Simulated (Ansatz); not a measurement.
```yaml
crystal:
  periodic: [false, false, false]
  atoms:
    - {symbol: C, position_ang: [0.129500, -1.142898, 0.595498]}
    - {symbol: N, position_ang: [-0.389326, 0.190167, 0.356473]}
    - {symbol: Al, position_ang: [0.056558, 1.303741, -0.913634]}
    - {symbol: F, position_ang: [-0.648799, 2.781432, -1.020129]}
    - {symbol: F, position_ang: [1.191931, 0.885801, -2.022778]}
    - {symbol: H, position_ang: [-0.654226, -1.906270, 0.537349]}
    - {symbol: H, position_ang: [0.610671, -1.227740, 1.576121]}
    - {symbol: H, position_ang: [0.880541, -1.391054, -0.156930]}
    - {symbol: H, position_ang: [-1.088350, 0.460521, 1.030930]}
basis:
  gaussian: {orbitals: def2-mTZVP}
hamiltonian: {xc: {name: B97M-V}, pseudopotentials: {relativity: scalar}}
```

```sh
$ ansatz run in.yaml --threads 2 --pin off --events-out ev --progress --plain --max-ram 32768MiB --backend cpu
```

Shortened log:

```
Functional definition: B97M-V
  name "B97M-V"
  cite "Mardirossian & Head-Gordon, J. Chem. Phys. 142, 074111 (2015) doi:10.1063/1.4907719"
  cite "Becke, J. Chem. Phys. 107, 8554 (1997) doi:10.1063/1.475007"
  cite "Vydrov & Van Voorhis, J. Chem. Phys. 133, 244103 (2010) doi:10.1063/1.3521275"
  # Of w^i u^j: cxij and so on, Table III.
  parameter cx00 = 1.000
  parameter cx01 = 1.308
  parameter cx02 = 1.901
  parameter cx10 = 0.416
  parameter cx11 = 3.070
  parameter css00 = 1.000
  parameter css02 = -1.855
  parameter css10 = -5.668
  parameter css32 = -20.497
  parameter css42 = -20.364
  parameter cos00 = 1.000
  parameter cos01 = 1.573
  parameter cos03 = -6.298
  parameter cos10 = 2.535
  parameter cos32 = -6.427
  parameter b = 6.0
  parameter c = 0.01
  gx(w, u) = cx00 + cx01*u + cx02*u^2 + (cx10 + cx11*u)*w
  gss(w, u) = css00 + css02*u^2 + css10*w + (css32*w^3 + css42*w^4)*u^2
  gos(w, u) = cos00 + cos01*u + cos03*u^3 + cos10*w + cos32*w^3*u^2
  exchange = spin_sum(e_x_unif_s*gx(b97_w, b97_u_x))
  correlation = spin_sum(e_c_pw_mod_same_spin*gss(b97_w, b97_u_same))
      + integral(e_c_pw_mod_opposite_spin*gos(b97_w_opposite, b97_u_opposite)) + vv10(b, c)
1015 factors; their error is unknown
mean field evaluation 1: about -14630.2256 eV, gradient 8.5e1 eV
mean field evaluation 2: about -14596.1882 eV, gradient 1.5e2 eV
mean field evaluation 4: about -14643.2384 eV, gradient 1.3e1 eV
mean field evaluation 8: about -14643.5304 eV, gradient 1.7e-1 eV
mean field evaluation 16: about -14643.4858 eV, gradient 2.0e-4 eV
mean field -14643.48584757 eV, -538.1381791871 hartree, gradient 4.0e-5 eV, S^2 0.000000; 0 other end points of the search recorded, 0 dependent functions left out
reference -14643.48591433 eV, -538.1381816403 hartree; 24, 24 occupied and 86, 86 virtual orbitals, 1015 factors
Total energy: -14643.48591433 eV, -538.1381816403 hartree
Relativity: scalar
```

Run time 6 s (2 threads of a server CPU on a shared host); peak host memory 0.46 GiB.
